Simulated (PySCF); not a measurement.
Job for PySCF: R-B3LYP/6-31G* on C3H7N (a complex).

```python
from pyscf import gto, scf, dft, mp
from pyscf.data.elements import chemcore

mol = gto.M(
    atom='''
    C    -0.65061802    0.13229705    0.32227154
    N     0.47092817    0.11114744    0.08739268
    H    -1.69294343    0.15183990    0.54699430
    C    -0.71630965    0.00759992    3.81697002
    C     0.80777832   -0.02586604    3.87715455
    H    -1.10891597   -0.84837469    3.26296122
    H    -1.07264112    0.91711335    3.32749543
    H    -1.15803818   -0.01975967    4.81510801
    H     1.16249314   -0.93282967    4.37052433
    H     1.19872334    0.82754152    4.43455454
    H     1.24370259    0.00144290    2.87767278
    ''',
    basis='6-31g*',
    cart=True,
    charge=0, spin=0, verbose=3, max_memory=1800)
mf = dft.RKS(mol, xc='b3lyp')
mf.conv_tol = 1e-8
mf.max_cycle = 100
mf.kernel()
if not mf.converged:
    mf = mf.newton().run(mf.mo_coeff, mf.mo_occ)
```

It printed:

```
converged SCF energy = -173.253018104408
```

Self-consistency was reached.

Cost: around 5 core-seconds (rough).
